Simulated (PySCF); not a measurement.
# Radial density of Si⁺ (silicon, charge +1)

UHF, [Ne] 3s1 3p2, high-spin 4P determinant (an excited configuration). Computed with PySCF 2.14 in x2c-QZVPPall with one added diffuse shell each of s, p, d, f type (10s7p5d3f1g, 86 functions), with scalar relativity by spin-free X2C-1e.

```tsv
r (bohr)	4πr²ρ (e/bohr)	4πr²(ρα − ρβ)
0.00224	0.1183	0.0003
0.00377	0.3121	0.0009
0.00635	0.8018	0.0023
0.0107	1.967	0.0057
0.0180	4.465	0.0128
0.0302	8.869	0.0250
0.0508	14.08	0.0385
0.0855	15.60	0.0442
0.144	11.22	0.0720
0.242	10.51	0.2167
0.407	14.40	0.2723
0.684	8.212	-0.0168
1.15	1.759	0.6225
1.94	1.559	1.5407
3.26	0.5480	0.5480
5.48	0.01986	0.0199
9.21	3.838e-05	0.0000
```

Densities and radii are taken from the X2C orbitals without a picture-change correction, which distorts them close to the nucleus.

(1) Where is the radial spin density 4πr²(ρα − ρβ) most negative, and why is it negative at all?

Answers

(1) Around r = 0.684 bohr, down to -0.0168 e/bohr: exchange with the open shell polarises the paired shells in an unrestricted calculation.
